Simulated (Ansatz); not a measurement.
Ansatz results at the PBE0-D4/def2-TZVP geometry: HOMO–LUMO gap (PBE0/def2-TZVPP) 8.54 eV; HOMO energy (B3LYP/def2-TZVPP) -7.73 eV; LUMO energy (PBE/def2-TZVPP) -0.34 eV.

Each molecule was computed in one conformer, which needn't be the lowest.

Q: Which molecule gave them?
A. `C#C[Si](F)(F)Cl`
B. `N[Si](O)(O)F`
C. `C[SiH](N)N`
D. `N[SiH3]`

A: B. The others give `N[SiH3]`: 7.76, -7.19, -0.49; `C#C[Si](F)(F)Cl`: 8.23, -8.85, -1.83; `C[SiH](N)N`: 8.08, -6.80, 0.24.

B3LYP here is the variant with VWN-RPA as its local correlation; programs differ in this.
